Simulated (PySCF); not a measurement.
# Structure and specific rotation at 589.3 nm (origin-invariant length gauge)

Level of theory: PySCF 2.14.0, TDDFT BHandHLYP/def2-SVPD circular dichroism and optical rotation, one conformer, gas phase. Geometry: GFN2-xTB.

Each molecule in one low-energy conformer. The parent is C[C@@]1(C#N)CS[C@H]1F.

Question: How does the specific rotation at 589.3 nm (origin-invariant length gauge) change along this series?
- C[C@@]1(C#N)CS[C@H]1F (base)
- C[C@@]1(C#N)CS[C@@H]1F (diastereomer)

Answer: 
| molecule | [α]589 (deg dm⁻¹ (g/mL)⁻¹) | S1 (eV) | R(S1), velocity form (10⁻⁴⁰ esu² cm²) |
| --- | --- | --- | --- |
| C[C@@]1(C#N)CS[C@H]1F | +9.1 | 4.89 | -0.7 |
| C[C@@]1(C#N)CS[C@@H]1F | +130.7 | 5.00 | +5.9 |

The specific rotation at 589.3 nm (origin-invariant length gauge) is lowest for C[C@@]1(C#N)CS[C@H]1F and highest for C[C@@]1(C#N)CS[C@@H]1F.
